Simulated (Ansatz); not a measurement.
Consider the ligand exchange at the Si–C bond: `BC([SiH3])BCl` + `CCCO` → `CCCO[SiH3]` + `BCBCl`.

Isolated molecules relaxed with PBE0-D4/def2-TZVP in Ansatz; ΔE leaves out vibrations. CBS: MP2 limit from def2 TZ/QZ plus the TZ coupled-cluster correction, frozen cores. DFT in def2-TZVPP. Each species was taken in one conformer, which may not be the lowest.

CCSD(T)/CBS gives -59.0 kJ/mol.

Problem. Another level gave -58.8 kJ/mol. Which?
A. PBE/def2-TZVPP
B. MP2/def2-TZVPP
C. PBE0/def2-TZVPP
D. ωB97X-V/def2-TZVPP

Solution. B. MP2/def2-TZVPP -58.8, PBE -47.7, PBE0 -51.7, ωB97X-V -63.1 kJ/mol.

Largest T1 diagnostic among the species: 0.012.

In def2-TZVPP, CCSD(T) changes the Hartree–Fock value by +35.4 kJ/mol (the triples alone add +5.4 kJ/mol) and MP2 by +36.3 kJ/mol. The D4 term adds +5.4 kJ/mol with B3LYP and +2.7 kJ/mol with PBE0; it sums over pairs of atoms, weighted by their polarisabilities, and B3LYP, whose exchange is more repulsive, gets the larger term.

B3LYP here is the variant with VWN-RPA as its local correlation; programs differ in this.
